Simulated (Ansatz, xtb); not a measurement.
# Ranking isomers of H7Si4+

6 gas-phase structures of H7Si4+, found in a search over its isomers (lower ones may exist). Each was relaxed with GFN2-xTB; where two conformers were screened, the lower at r2SCAN-D4/def2-SVP is listed:

A. `[SiH2+][SiH2][Si][SiH3]`, a singlet
B. `[SiH][Si@H]([SiH2+])[SiH3]`, a singlet
C. a singlet given by its coordinates
D. `[SiH][SiH2][SiH+][SiH3]`, a singlet
E. a singlet given by its coordinates
F. `[SiH+]1[SiH2][SiH2][SiH2]1`, a singlet

C (Å):

```xyz
11

Si   -2.6387    1.4906   -1.5075
Si   -0.4392    1.3909   -0.8367
Si    1.1989    3.1250   -1.0305
Si    0.7328   -0.5480   -0.0645
H    -3.1307    1.9187   -0.1518
H     0.5214    4.4116   -0.8876
H     1.7439    2.9685   -2.3776
H     2.2333    2.9660   -0.0073
H     1.1991   -1.2075   -1.2826
H    -0.2125   -1.3948    0.6590
H     1.8481   -0.1591    0.7982
```

Close contacts (Å): Si1–Si2 2.30, Si2–Si3 2.39, Si2–Si4 2.39, Si1–H5 1.50, Si3–H6 1.46, Si3–H7 1.46, Si3–H8 1.46, Si4–H9 1.46, Si4–H10 1.46, Si4–H11 1.46.

E (Å):

```yaml
atoms:
  - { symbol: Si, position_ang: [0.5672, -0.8485, 1.7250] }
  - { symbol: Si, position_ang: [-1.5603, 0.1990, 1.8546] }
  - { symbol: Si, position_ang: [-2.3673, 1.6002, 0.2543] }
  - { symbol: Si, position_ang: [-3.7622, 2.2041, -1.5628] }
  - { symbol: H, position_ang: [1.0526, -0.8786, 3.1089] }
  - { symbol: H, position_ang: [1.5612, -0.2219, 0.8510] }
  - { symbol: H, position_ang: [0.2495, -2.1954, 1.2406] }
  - { symbol: H, position_ang: [-1.9951, 2.8464, 0.9769] }
  - { symbol: H, position_ang: [-2.9863, 1.9132, -2.7747] }
  - { symbol: H, position_ang: [-4.9230, 1.3153, -1.4474] }
  - { symbol: H, position_ang: [-4.1662, 3.6117, -1.5002] }
```

Close contacts (Å): Si1–Si2 2.37, Si2–Si3 2.27, Si3–Si4 2.37, Si1–H5 1.47, Si1–H6 1.46, Si1–H7 1.47, Si3–H8 1.49, Si4–H9 1.47, Si4–H10 1.47, Si4–H11 1.47.

Problem. Which do you expect lowest at r2SCAN-D4/def2-SVP, and how would the others follow?

Solution. Calculated order at r2SCAN-D4/def2-SVP: F (0.000), C (1.141), E (1.198), B (1.726), D (1.860), A (1.941) eV.

Energies above the lowest of each column, in eV:

| structure | GFN2-xTB | HF/STO-3G | r2SCAN-D4/def2-SVP |
| --- | --- | --- | --- |
| F | 0.323 | 0.000 | 0.000 |
| C | 0.281 | 1.149 | 1.141 |
| E | 0.000 | 1.825 | 1.198 |
| B | 0.695 | 2.230 | 1.726 |
| D | 0.487 | 1.971 | 1.860 |
| A | 0.535 | 2.481 | 1.941 |

r2SCAN-D4/def2-SVP puts F lowest; GFN2-xTB picks E. Some further structures that were screened fall inside this span and aren't listed. Flexible structures stand in one conformer each, not always the lowest. Frequencies (B3LYP-D3(BJ)/def2-SVP) were run for F alone.

Over these structures GFN2-xTB departs from r2SCAN-D4/def2-SVP by 0.437 eV on average once a common shift is removed. A GFN2-xTB relaxation took about 0.27 s and the r2SCAN-D4/def2-SVP energy about 1.5 s on a shared host (Ansatz 0.2.0, xtb 6.7.1).
